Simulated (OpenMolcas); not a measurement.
Mo5+ (d1) among equal point charges was computed by CASSCF with the d shell active (OpenMolcas, ANO-RCC-VDZP on the metal). Its lowest spin-free states, and all those of the highest spin:

```csv
2S+1,Degeneracy,E (cm-1)
2,2,0.0
2,1,2137
2,1,3609
2,1,7933
```

Task: Is the site octahedral, tetrahedral or cube-like, axial, or of lower symmetry?

Result: The states with 2S+1 = 2 have orbital degeneracies 2, 1, 1, 1. There are pairs but no triples, so the site is axial: not cubic, but with a proper or improper axis of order three or more. The run had Mo5+ among 6 point charges of -1.5 e arranged as a tetragonal octahedron (D4h), 2.08 Å from the ion, with the axial distance 2.309 Å.

An orbital doublet at a regular site is open to a Jahn-Teller distortion, which this geometry leaves out. This is an electrostatic model: the charges have no orbitals. No measured value stands beside these numbers.
